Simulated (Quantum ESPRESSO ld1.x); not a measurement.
Results of a calculation; reference values are marked as such.
Problem. Os33+, 43 electrons, occupied as [Kr] 4d7. Level of theory: Dirac Kohn-Sham, PW91, spin-unpolarised, spherical densities, point nucleus; open shells fill j = l - 1/2 first (ld1.x of Quantum ESPRESSO 7.5). Some entries of the table are withheld. Estimate them.

orbital  occ.  eigenvalue (eV)  <r> (bohr)  r(max) (bohr)
1s1/2       2         -75065.4         (1)          0.011
2s1/2       2         -14136.1     0.07425          0.064
2p1/2       2              (2)         (3)          0.048
2p3/2       4              (4)         (5)          0.054
3s1/2       2         -4271.80      0.1922          0.179
3p1/2       2         -4029.16      0.1823          0.168
3p3/2       4         -3690.50      0.1970          0.181
3d3/2       4         -3287.97         (6)          0.142
3d5/2       6         -3214.60         (7)          0.145
4s1/2       2         -1786.68      0.4008          0.388
4p1/2       2         -1682.79      0.3991          0.385
4p3/2       4         -1584.01      0.4228          0.410
4d3/2       4         -1415.25         (8)          0.397
4d5/2       3         -1394.64         (9)          0.404
4f5/2       0         -1191.87      0.3949          0.339
4f7/2       0         -1186.33      0.3977          0.341
5s1/2       0         -967.428        (10)          0.724
5p1/2       0         -920.038      0.7238          0.736
5p3/2       0         -881.468      0.7553          0.772

Solution. 
(1) 1s1/2 <r> (bohr): 0.01773
(2) 2p1/2 eigenvalue (eV): -13586.7
(3) 2p1/2 <r> (bohr): 0.06131
(4) 2p3/2 eigenvalue (eV): -12055.7
(5) 2p3/2 <r> (bohr): 0.06951
(6) 3d3/2 <r> (bohr): 0.1719
(7) 3d5/2 <r> (bohr): 0.1764
(8) 4d3/2 <r> (bohr): 0.4152
(9) 4d5/2 <r> (bohr): 0.4220
(10) 5s1/2 <r> (bohr): 0.7146
